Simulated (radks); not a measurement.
Question: All-electron atom: the iridium ion Ir+ in [Xe] 4f13.5 5d7 6s1 6p0.5 (fractional occupations, a model configuration). Calculated with a radial shooting solver on a logarithmic mesh with Libxc functionals: scalar-relativistic Kohn-Sham, PBEsol, spin-polarised, spherical densities, point nucleus; open shells are filled with parallel spins first (spin-orbit coupling, left out, can overturn this in heavy ions). Some entries of the table are withheld. Estimate them.

| orbital | occ. | eigenvalue (hartree) | <r^2> (bohr^2) |
|---|---|---|---|
| 1s up | 1 | -2797.639 | 0.0004195 |
| 1s down | 1 | -2797.638 | 0.0004195 |
| 2s up | 1 | -489.9238 | 0.006418 |
| 2s down | 1 | -489.9157 | 0.006418 |
| 2p up | 3 | -425.7005 | 0.005365 |
| 2p down | 3 | -425.6937 | 0.005365 |
| 3s up | 1 | -115.0920 | 0.04150 |
| 3s down | 1 | -115.0755 | 0.04150 |
| 3p up | 3 | -96.31790 | 0.04246 |
| 3p down | 3 | -96.30096 | 0.04246 |
| 3d up | 5 | -75.65535 | 0.03518 |
| 3d down | 5 | -75.63947 | 0.03517 |
| 4s up | 1 | -25.02953 | 0.2019 |
| 4s down | 1 | -24.99931 | 0.2019 |
| 4p up | 3 | -18.86360 | 0.2302 |
| 4p down | 3 | -18.83438 | 0.2302 |
| 4d up | 5 | -11.29846 | 0.2634 |
| 4d down | 5 | -11.26849 | 0.2633 |
| 5s up | 1 | -4.09660 | 1.060 |
| 5s down | 1 | -4.03452 | 1.053 |
| 4f up | 7 | -2.88740 | 0.3427 |
| 4f down | 6.5 | -2.85329 | 0.3409 |
| 5p up | 3 | -2.48629 | (1) |
| 5p down | 3 | -2.41274 | (2) |
| 5d up | 5 | -0.69046 | 3.026 |
| 5d down | 2 | -0.59944 | 3.029 |
| 6s up | 1 | -0.57521 | 7.545 |
| 6s down | 0 | -0.48751 | 7.998 |
| 6p up | 0.5 | (3) | 13.10 |
| 6p down | 0 | (4) | 14.78 |

Answer: 
(1) 5p up <r^2> (bohr^2): 1.426
(2) 5p down <r^2> (bohr^2): 1.412
(3) 6p up eigenvalue (hartree): -0.31430
(4) 6p down eigenvalue (hartree): -0.24655
